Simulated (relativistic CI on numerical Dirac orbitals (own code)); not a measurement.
## V5+ in a cubic cluster: L2,3 absorption with charge transfer

Computed with a charge-transfer multiplet model of a cubic metal-ligand cluster with up to 2 ligand holes, Slater and spin-orbit integrals from Dirac-Coulomb-Breit ions, Slater integrals scaled by 0.8. The parameters are those of a tetrahedral site (10Dq negative, t2 hopping the larger). The ground state mixes d0 with configurations of k ligand holes L, whose averages lie at kΔ + k(k − 1)U_dd/2; a core hole lowers each added d electron by U_cd. 300 K, Lorentzian 0.4 eV and Gaussian 0.3 eV FWHM.

Atomic integrals in eV (Slater integrals scaled, ζ unscaled), ground: F2dd 8.057, F4dd 5.049, zeta_d 0.024; with the core hole: F2dd 8.057, F4dd 5.049, zeta_d 0.047, zeta_core 4.606, F2cd 5.989, G1cd 4.613, G3cd 2.623. Where a configuration has fewer than two d electrons, the dd integrals are those of d2.

Cluster parameters (eV): U_dd = 4.5, U_cd = 5.8, 10Dq = -0.5, 10Dq(ligand) = 0, V(eg) = 1.3, V(t2g) = -2.21, final-state hopping factor = 1.

| Case | n_d | d0 | d1L | d2L2 | S |
| --- | --- | --- | --- | --- | --- |
| Δ = 1.2 eV | 0.84 | 0.32 | 0.53 | 0.16 | 0.00 |
| Δ = 2.2 eV | 0.75 | 0.37 | 0.50 | 0.13 | 0.00 |
| Δ = 3.2 eV | 0.67 | 0.43 | 0.47 | 0.10 | 0.00 |

Weights, n_d and S are thermal averages at 300 K. Photon energies count from the first peak over 30 % of the highest in each spectrum, which can be another peak from case to case. The parameters are a model scan and need not match a compound or its usual spin state. Peaks in eV (height, largest 100):
- Δ = 1.2 eV: 0.0 (64), 3.5 (9), 4.8 (7), 5.7 (13), 7.0 (100), 10.2 (5)
- Δ = 2.2 eV: 0.0 (65), 2.4 (6), 3.8 (9), 7.0 (100), 10.2 (5)
- Δ = 3.2 eV: 0.0 (75), 2.8 (6), 4.1 (10), 7.0 (100)

A d0 ion has no d-d gap: its lowest excitations are ligand-to-metal charge transfer. With the core hole the configuration with one ligand hole lies at Δ + U_dd − U_cd = -0.1, 0.9, 1.9 eV from the one without, in the order of the table; where this is negative the screened configuration lies lower, though the effective hopping of about 5.7 eV (from the holes of the mixed ground state) mixes the two strongly wherever it is as large as the gap.

With at most 2 ligand holes the space is cut while the next configuration still counts, so covalency is underestimated, and a final configuration with one more ligand hole, which can lie low, is missing from the spectra.
